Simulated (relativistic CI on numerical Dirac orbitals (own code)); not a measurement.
Calculated levels, Cu XXVII

Method of calculation: Dirac-Coulomb-Breit CI, KLI orbitals optimised for each configuration, model QED, unscaled Slater integrals (own radial code, finite nucleus).

CI space (outside the closed core 1s2): 2s, 2p, 3s, 3p, 3d, 4s, 4p, 4d, 4f, 5s, 5p, 5d, 5f, 5g, 6s, 6p, 6d. Levels of other configurations are missing.

The lowest level is 2s 2S_1/2, with 100 % of that term; Hund's rules for 2s give 2S with J = 1/2, in agreement.

```
No.  Configuration  Term    J   E (Ry)    %  Lifetime (s)  jj configuration (%)
  1             2s    2S  1/2    0.000  100                            2s (100)
  2             2p   2P°  1/2    4.065  100      4.76e-10           2p1/2 (100)
  3             2p   2P°  3/2    5.946  100      1.49e-10           2p3/2 (100)
  4             3s    2S  1/2  106.736  100      2.27e-13              3s (100)
  5             3p   2P°  1/2  107.865  100      8.27e-14           3p1/2 (100)
  6             3p   2P°  3/2  108.422  100      8.64e-14           3p3/2 (100)
  7             3d    2D  3/2  108.841  100      2.83e-14           3d3/2 (100)
  8             3d    2D  5/2  109.017  100      2.87e-14           3d5/2 (100)
  9             4s    2S  1/2  143.537  100      3.33e-13              4s (100)
 10             4p   2P°  1/2  144.002  100      1.40e-13           4p1/2 (100)
 11             4p   2P°  3/2  144.236  100      1.45e-13           4p3/2 (100)
 12             4d    2D  3/2  144.410  100      6.55e-14           4d3/2 (100)
 13             4d    2D  5/2  144.484  100      6.66e-14           4d5/2 (100)
 14             4f   2F°  5/2  144.494  100      1.35e-13           4f5/2 (100)
 15             4f   2F°  7/2  144.531  100      1.36e-13           4f7/2 (100)
 16             5s    2S  1/2  160.433  100      5.21e-13              5s (100)
 17             5p   2P°  1/2  160.668  100      2.37e-13           5p1/2 (100)
 18             5p   2P°  3/2  160.787  100      2.45e-13           5p3/2 (100)
 19             5d    2D  3/2  160.876  100      1.26e-13           5d3/2 (100)
 20             5d    2D  5/2  160.914  100      1.28e-13           5d5/2 (100)
 21             5f   2F°  5/2  160.919  100      2.61e-13           5f5/2 (100)
 22             5f   2F°  7/2  160.938  100      2.63e-13           5f7/2 (100)
 23             5g    2G  7/2  160.938  100      4.40e-13           5g7/2 (100)
 24             5g    2G  9/2  160.949  100      4.41e-13           5g9/2 (100)
 25             6s    2S  1/2  169.563  100      7.86e-13              6s (100)
 26             6p   2P°  1/2  169.698  100      3.77e-13           6p1/2 (100)
 27             6p   2P°  3/2  169.767  100      3.90e-13           6p3/2 (100)
 28             6d    2D  3/2  169.818  100      2.13e-13           6d3/2 (100)
 29             6d    2D  5/2  169.840  100      2.18e-13           6d5/2 (100)
```

Energies count from the lowest computed level; ° marks odd parity; lifetimes are radiative, by E1, M1, E2, M2 decay to levels of this space only. Filled j subshells are mostly left out of the jj labels.

The mean weight of the leading LS term, summed over parents, in these 29 levels is 100 %, and that of the leading jj configuration (from the same eigenvectors) 100 %.

At this charge energies of transitions that change n are usually good to better than 1 %, and those within a shell (Δn = 0) to a few per cent.
